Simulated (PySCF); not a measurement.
C3H4F2Si, SMILES C#CC(F)(F)[SiH3].

Coordinates come from a PBE0-D3(BJ)/def2-SVP optimisation. This is a generated structure with no PubChem entry under its InChIKey; it may be hypothetical.

The numbers are results of PySCF 2.14.0 with PBE0-D3(BJ)/def2-SVP, not measurements.

Frequencies are harmonic and unscaled.

Computed normal modes with their intensities:
```json
[
 {"mode": "1", "ν (cm⁻¹)": "120", "IR (km/mol)": "0.9", "moving atoms (share of kinetic energy)": "C 42 %, Si 25 %, H 19 %, F 15 %"},
 {"mode": "2", "ν (cm⁻¹)": "150", "IR (km/mol)": "0.4", "moving atoms (share of kinetic energy)": "H 90 %"},
 {"mode": "3", "ν (cm⁻¹)": "190", "IR (km/mol)": "1.0", "moving atoms (share of kinetic energy)": "F 44 %, C 37 %, H 18 %"},
 {"mode": "4", "ν (cm⁻¹)": "210", "IR (km/mol)": "0.2", "moving atoms (share of kinetic energy)": "F 63 %, H 16 %, C 11 %, Si 10 %"},
 {"mode": "5", "ν (cm⁻¹)": "301", "IR (km/mol)": "3.7", "moving atoms (share of kinetic energy)": "F 37 %, C 32 %, Si 17 %, H 14 %"},
 {"mode": "6", "ν (cm⁻¹)": "431", "IR (km/mol)": "15.5", "moving atoms (share of kinetic energy)": "Si 36 %, C 34 %, F 20 %, H 10 %"},
 {"mode": "7", "ν (cm⁻¹)": "483", "IR (km/mol)": "10.8", "moving atoms (share of kinetic energy)": "F 51 %, C 42 %"},
 {"mode": "8", "ν (cm⁻¹)": "553", "IR (km/mol)": "21.7", "moving atoms (share of kinetic energy)": "C 54 %, H 23 %, F 21 %"},
 {"mode": "9", "ν (cm⁻¹)": "615", "IR (km/mol)": "22.7", "moving atoms (share of kinetic energy)": "H 71 %, C 15 %, Si 11 %"},
 {"mode": "10", "ν (cm⁻¹)": "646", "IR (km/mol)": "24.5", "moving atoms (share of kinetic energy)": "H 62 %, F 18 %, Si 11 %, C 10 %"},
 {"mode": "11", "ν (cm⁻¹)": "698", "IR (km/mol)": "9.2", "moving atoms (share of kinetic energy)": "F 57 %, C 31 %, H 8 %"},
 {"mode": "12", "ν (cm⁻¹)": "714", "IR (km/mol)": "31.8", "moving atoms (share of kinetic energy)": "H 76 %, C 24 %"},
 {"mode": "13", "ν (cm⁻¹)": "748", "IR (km/mol)": "28.0", "moving atoms (share of kinetic energy)": "H 74 %, C 26 %"},
 {"mode": "14", "ν (cm⁻¹)": "895", "IR (km/mol)": "253.8", "moving atoms (share of kinetic energy)": "H 89 %, Si 8 %"},
 {"mode": "15", "ν (cm⁻¹)": "932", "IR (km/mol)": "29.7", "moving atoms (share of kinetic energy)": "H 96 %"},
 {"mode": "16", "ν (cm⁻¹)": "935", "IR (km/mol)": "38.9", "moving atoms (share of kinetic energy)": "H 96 %"},
 {"mode": "17", "ν (cm⁻¹)": "1082", "IR (km/mol)": "29.1", "moving atoms (share of kinetic energy)": "C 88 %"},
 {"mode": "18", "ν (cm⁻¹)": "1116", "IR (km/mol)": "161.8", "moving atoms (share of kinetic energy)": "C 70 %, F 28 %"},
 {"mode": "19", "ν (cm⁻¹)": "1184", "IR (km/mol)": "160.7", "moving atoms (share of kinetic energy)": "C 78 %, F 20 %"},
 {"mode": "20", "ν (cm⁻¹)": "2249", "IR (km/mol)": "20.5", "moving atoms (share of kinetic energy)": "C 90 %, H 10 %"},
 {"mode": "21", "ν (cm⁻¹)": "2255", "IR (km/mol)": "37.6", "moving atoms (share of kinetic energy)": "H 99 %"},
 {"mode": "22", "ν (cm⁻¹)": "2271", "IR (km/mol)": "85.9", "moving atoms (share of kinetic energy)": "H 96 %"},
 {"mode": "23", "ν (cm⁻¹)": "2273", "IR (km/mol)": "86.2", "moving atoms (share of kinetic energy)": "H 96 %"},
 {"mode": "24", "ν (cm⁻¹)": "3485", "IR (km/mol)": "72.7", "moving atoms (share of kinetic energy)": "H 85 %, C 15 %"}
]
```
